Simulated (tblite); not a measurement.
C4H9O2P.
Z-matrix (Å and degrees, GFN2-xTB geometry), rows numbered from 1:
```
C 
C   1  1.4959
O   2  1.2065  1  124.10
C   2  1.5081  1  114.62  3  -175.86
P   4  1.8459  2  103.23  1    90.88
C   5  1.8175  4  106.91  2    69.14
O   5  1.4648  4  113.49  2   -58.64
H   1  1.0866  2  110.60  3    -1.29
H   1  1.0903  2  107.82  3   118.82
H   1  1.0878  2  110.43  3  -123.22
H   4  1.0886  2  111.43  1  -151.44
H   4  1.0899  2  112.63  1   -25.57
H   5  1.3966  4  102.04  2   178.68
H   6  1.0887  5  107.89  4   179.50
H   6  1.0899  5  108.04  4   -62.82
H   6  1.0855  5  111.73  4    58.01
```

Method: GFN2-xTB as coded in tblite; computed harmonic values from a numerical Hessian at the method's own geometry, unscaled. Errors from tens to a few hundred cm⁻¹ against measured bands are possible. Modes of hydrogen on phosphorus can be 10 to 20 % off. One conformer, not necessarily the lowest.

Harmonic wavenumbers (cm⁻¹): 56.5, 97.4, 135.5, 152.1, 166.6, 215.4, 312.2, 343.0, 393.8, 503.6, 555.0, 688.7, 724.6, 756.0, 829.6, 841.7, 876.0, 919.1, 958.1, 976.7, 994.4, 1077.2, 1132.8, 1194.2, 1272.8, 1317.9, 1362.6, 1395.7, 1411.5, 1420.1, 1440.2, 1450.9, 1757.3, 2269.0, 2980.4, 2997.4, 3003.4, 3007.2, 3008.0, 3028.4, 3041.1, 3058.9.

A = 3209, B = 1737, C = 1421 MHz; mass 120.034 u (most abundant isotopes); point group C1, symmetry number 1.

**Question.** What is the zero-point energy?

**Answer.** ½Σν̃ = 27062 cm⁻¹ = 323.73 kJ/mol.

**Question.** What is S at 298.15 K and 1 bar for an ideal gas of classical rigid rotors and harmonic oscillators?

**Answer.** Translation 168.57, rotation 117.56, vibration 104.21: S = 390.3 J/(mol K).

**Question.** And Cp and H(298.15 K) − H(0)?

**Answer.** Cp = 142.10 J/(mol K), of which vibrations give 108.85 (their classical limit is 42 R = 349.2); H(298.15 K) − H(0) = 26.54 kJ/mol without the zero-point energy, 16.63 from vibrations.

**Question.** How do the functions run with temperature in this model?

**Answer.** 
```json
{"T (K)": "150", "S (J/(mol K))": "312.4", "Cp (J/(mol K))": "91.3", "H − H(0) (kJ/mol)": "9.31", "G − H(0) (kJ/mol)": "-37.55", "ln q(vib)": "2.44"}
{"T (K)": "250", "S (J/(mol K))": "366.8", "Cp (J/(mol K))": "125.2", "H − H(0) (kJ/mol)": "20.11", "G − H(0) (kJ/mol)": "-71.60", "ln q(vib)": "4.74"}
{"T (K)": "400", "S (J/(mol K))": "436.9", "Cp (J/(mol K))": "176.1", "H − H(0) (kJ/mol)": "42.78", "G − H(0) (kJ/mol)": "-132.00", "ln q(vib)": "8.10"}
{"T (K)": "600", "S (J/(mol K))": "518.9", "Cp (J/(mol K))": "228.2", "H − H(0) (kJ/mol)": "83.54", "G − H(0) (kJ/mol)": "-227.78", "ln q(vib)": "12.45"}
{"T (K)": "900", "S (J/(mol K))": "621.7", "Cp (J/(mol K))": "278.3", "H − H(0) (kJ/mol)": "160.15", "G − H(0) (kJ/mol)": "-399.40", "ln q(vib)": "18.54"}
```

q(vib) and H(0) count from the zero-point level.

**Question.** Blend soft modes into free rotors: weight 1/[1 + (100 cm⁻¹/ν̃)⁴] for the oscillator and the rest for a rotor with moment μB/(μ + B), μ = h/(8π²ν), B = 10⁻⁴⁴ kg m². What vibrational entropy results?

**Answer.** 98.02 J/(mol K) in place of 104.21, which changes −T·S at 298.15 K by +1.84 kJ/mol.

**Question.** Which modes carry the vibrational entropy at 298.15 K?

**Answer.** 56.5 cm⁻¹: 19.15; 97.4 cm⁻¹: 14.67; 135.5 cm⁻¹: 11.99; 152.1 cm⁻¹: 11.07; 166.6 cm⁻¹: 10.35; 215.4 cm⁻¹: 8.36 J/(mol K); the other 36 give 28.63 together.

**Question.** What must be added to the electronic energy to get the Gibbs energy at 298.15 K and 1 bar?

**Answer.** ZPE + [H(298.15 K) − H(0)] − T·S = 323.73 + 26.54 − 116.38 = 233.89 kJ/mol.

Hindered rotation and anharmonicity are outside this model. Other conformers, if any are populated, would add a mixing term that is left out. The structure is chiral; the term R ln 2 for an equal mix with its mirror image is left out.
